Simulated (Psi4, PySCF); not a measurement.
Pair of molecules: aminoborane (SMILES BN) (first 6 atoms) with HF (SMILES F); geometry from B3LYP-D3(BJ)/def2-TZVP, rigid monomers moved along the line of their centres of mass till N2···H8 is 2.68 Å.
(charge 0, multiplicity 1):
```xyz
8

B      0.9064    -0.1258     0.0613
N     -0.1434     0.5794     0.6653
H      0.6626    -0.8237    -0.8706
H      1.9991    -0.0255     0.5206
H      0.0124     1.2765     1.3784
H     -1.0649     0.6332     0.2571
F     -1.3196    -1.7735     3.1450
H     -0.9799    -1.1957     2.4872
```

Interaction energies are E(AB) − E(A) − E(B) at the monomers' geometry in the complex; basis-set methods are counterpoise corrected. Rows marked so take none.

Cores are frozen in the correlated methods. Rows in 6-31G* carry no dispersion term and start afresh at each structure (6-31G* with six Cartesian d functions).

Run with Psi4 for SAPT; PySCF for 6-31G* rows. 

### Question
Predict the interaction energy from BP86/6-31G* (no counterpoise).

### Answer
-3.0 kcal/mol
